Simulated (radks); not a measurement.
Values are calculated unless marked as measured or tabulated.
Task: Pr26+, 33 electrons, occupied as [Ar] 3d10 4s2 4p3. Code: a radial shooting solver on a logarithmic mesh with Libxc functionals. Model: non-relativistic Kohn-Sham, PBE, spin-polarised, spherical densities, point nucleus; open shells are filled with parallel spins first (spin-orbit coupling, left out, can overturn this in heavy ions); relativity is left out, which matters for an element this heavy. Some entries of the table are withheld. Estimate them.

orbital,occ.,eigenvalue (eV),<r> (bohr),r(max) (bohr)
1s up,1,-40548.72,0.02573,0.01705
1s down,1,-40546.96,0.02573,0.01705
2s up,1,-7035.386,0.1099,0.09369
2s down,1,-7034.425,0.1099,0.09369
2p up,3,-6709.690,0.09337,0.07305
2p down,3,-6708.089,0.09337,0.07306
3s up,1,-2131.005,0.2838,0.2617
3s down,1,-2129.171,0.2836,0.2617
3p up,3,-1990.359,0.2731,(1)
3p down,3,-1988.287,0.2729,(2)
3d up,5,-1731.334,0.2432,0.1991
3d down,5,-1729.400,0.2430,0.1991
4s up,1,-958.5295,0.5831,(3)
4s down,1,-947.9628,0.5835,(4)
4p up,3,-901.3243,0.5856,0.5706
4p down,0,-890.8913,0.5861,0.5696

Result: 
(1) 3p up r(max) (bohr): 0.2483
(2) 3p down r(max) (bohr): 0.2484
(3) 4s up r(max) (bohr): 0.5699
(4) 4s down r(max) (bohr): 0.5689
